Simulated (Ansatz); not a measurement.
A nudged elastic band was laid between two geometries of CH5FGe (8 atoms, charge 0, multiplicity 1).

Level of theory: Ansatz 0.2.0, RKS BHLYP-D4/def2-SVP.

* movable images: 5
* climbing image: yes
* spring: 5.0 eV/Å²
* optimiser: quadratic models (default)
* start path: through a guess of the saddle point
* force threshold: 0.05 eV/Å
* iteration limit: 60
* end points: relaxed

Image 0:

```xyz
8
Properties=species:S:1:pos:R:3
Ge -0.574 -0.145 0.676
F 0.456 -0.682 1.970
C 0.572 0.201 -0.845
H 1.154 -0.692 -1.085
H -1.276 1.111 1.196
H -1.564 -1.285 0.430
H -0.028 0.471 -1.718
H 1.259 1.020 -0.625
```

Image 6:

```xyz
8
Properties=species:S:1:pos:R:3
Ge -1.055 0.225 0.254
F 1.504 -1.302 1.211
C 0.239 0.490 -0.925
H 1.304 -0.772 0.478
H -1.224 1.103 1.481
H -1.980 -0.977 0.185
H 0.333 -0.133 -1.809
H 0.878 1.366 -0.874
```

**Question.** What changes between the two ends?

**Answer.** Bonds broken: Ge1–F2, C3–H4. Bonds formed: F2–H4. CH5FGe becomes CH4Ge + FH.

**Question.** Give the energies along the band, and the barrier.

**Answer.** The forces met the threshold. The highest image is number 5 of 0 to 6, 3.19 eV above the first end and 0.25 eV above the last; the last end lies 2.94 eV above the first. Neighbouring images differ by up to 1.8 eV, so the band resolves the path poorly. A vibrational analysis at the climbing image gives one clearly imaginary mode, 554i cm⁻¹: a first-order saddle point. The orbitals stay closed-shell, which can raise the energy where a bond breaks towards radicals; this wasn't checked here.

| image | path coordinate (Å) | energy (eV) | Ge1–F2 (Å) | C3–H4 (Å) | F2–H4 (Å) |
| --- | --- | --- | --- | --- | --- |
| 0 | 0.00 | 0.00 | 1.74 | 1.09 | 3.13 |
| 1 | 0.55 | 0.01 | 1.74 | 1.09 | 2.96 |
| 2 | 1.09 | 0.03 | 1.74 | 1.09 | 2.84 |
| 3 | 1.64 | 0.18 | 1.75 | 1.09 | 2.28 |
| 4 | 2.19 | 1.35 | 1.87 | 1.20 | 1.58 |
| 5 | 2.73 | 3.19 | 2.20 | 1.67 | 1.04 |
| 6 | 3.65 | 2.94 | 3.13 | 2.17 | 0.93 |

**Question.** What is the geometry of the highest image?

**Answer.** 
```xyz
8
Properties=species:S:1:pos:R:3
Ge -0.831 0.086 0.363
F 0.869 -1.054 1.171
C 0.448 0.391 -0.895
H 1.120 -0.590 0.279
H -1.039 0.975 1.582
H -1.796 -1.090 0.306
H 0.332 -0.099 -1.859
H 0.896 1.381 -0.946
```

The band took 16 iterations and roughly 3 core-minutes.

Time of the run: 110 s on 2 threads of Intel(R) Xeon(R) Platinum 8488C (Sapphire Rapids), with other jobs on the host, peak memory 0.19 GiB.
